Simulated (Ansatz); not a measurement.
CNO (SMILES N#C[O]), doublet, geometry from GFN2-xTB; Ansatz (an electronic-structure program) with HF/cc-pVTZ.

Input for Ansatz:
Ansatz 0.2 input:
```yaml
crystal:
  periodic: [false, false, false]
  atoms:
    - {symbol: O, position_ang: [-0.00000000, -0.00000000, -1.11938575]}
    - {symbol: C, position_ang: [0.00000000, 0.00000000, 0.04267568]}
    - {symbol: N, position_ang: [0.00000000, 0.00000000, 1.24271884]}
basis:
  gaussian:
    orbitals: cc-pVTZ
hamiltonian:
  xc: hf
magnetization: {spin_polarized: true, initial_magnetization: 1}
```

What the program printed (banner, timings and long lists left out):

```
Functional definition: HF
652 factors; their error is unknown
mean field evaluation 1: about -4547.6782 eV, gradient 1.9e1 eV
mean field evaluation 2: about -4548.9364 eV, gradient 1.1e1 eV
mean field evaluation 4: about -4549.4482 eV, gradient 1.3e0 eV
mean field evaluation 8: about -4549.4781 eV, gradient 2.6e-1 eV
mean field evaluation 16: about -4549.5228 eV, gradient 1.7e-5 eV
mean field -4549.52275579 eV, -167.1918774980 hartree, gradient 1.7e-5 eV, S^2 0.834538; 0 other end points of the search recorded, 0 dependent functions left out
reference -4549.52275579 eV, -167.1918774980 hartree; 11, 10 occupied and 79, 80 virtual orbitals, 652 factors
Total energy: -4549.52275579 eV, -167.1918774980 hartree
```
